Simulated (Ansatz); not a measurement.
Relaxation of C3H8FNSi (14 atoms, charge 0, multiplicity 1), to a largest force component of 0.02 eV/Å in at most 50 steps.

The calculation used Ansatz 0.2.0, RKS B3LYP-D4/def2-SVP.

```xyz
14
Properties=species:S:1:pos:R:3:forces:R:3
N -2.616 -0.775 0.343 -2.88 3.27 0.51
C -1.349 -0.814 -0.012 5.14 2.37 -1.51
F -0.851 -2.050 -0.108 -0.13 -0.70 0.12
C -0.482 0.245 -0.286 -4.24 -0.89 1.26
C 0.893 0.113 -0.696 1.00 -0.02 0.83
Si 2.108 0.788 0.582 -0.49 0.14 0.49
H -3.097 0.103 -0.024 0.71 -1.54 0.87
H -3.117 -1.571 0.086 -1.23 -1.83 -0.46
H -0.968 1.255 -0.180 0.59 -0.73 -0.15
H 1.152 -0.921 -0.875 0.17 -0.66 -0.28
H 1.018 0.671 -1.596 0.57 0.58 -1.30
H 2.046 0.018 1.873 -0.08 0.12 -0.17
H 1.781 2.233 0.850 0.09 -0.16 0.02
H 3.467 0.677 0.074 0.76 0.05 -0.24
```

Task: Where does it end, and by what steps?

Result: The run converged. After 9 steps the energy has fallen by 0.490 eV; H7 moved furthest, 0.41 Å.

```csv
step,energy less start (eV),largest force component (eV/Å),accepted
0,0.0000,5.137,yes
1,-0.4153,1.909,yes
2,-0.4740,0.153,yes
3,-0.4796,0.137,yes
4,-0.4838,0.125,yes
5,-0.4867,0.172,yes
6,-0.4886,0.108,yes
7,-0.4896,0.048,yes
8,-0.4898,0.028,yes
9,-0.4900,0.016,yes
```

```xyz
14
Properties=species:S:1:pos:R:3
N -2.583 -0.774 0.441
C -1.294 -0.791 -0.061
F -0.807 -2.047 -0.071
C -0.524 0.238 -0.449
C 0.936 0.121 -0.785
Si 2.045 0.771 0.614
H -3.042 0.128 0.378
H -3.171 -1.529 0.097
H -0.984 1.230 -0.454
H 1.206 -0.930 -0.977
H 1.175 0.682 -1.706
H 1.846 -0.042 1.849
H 1.693 2.191 0.923
H 3.490 0.722 0.230
```

The run took 27 s on 2 threads of Intel(R) Xeon(R) Platinum 8488C (Sapphire Rapids) (shared host), peak memory 0.34 GiB.
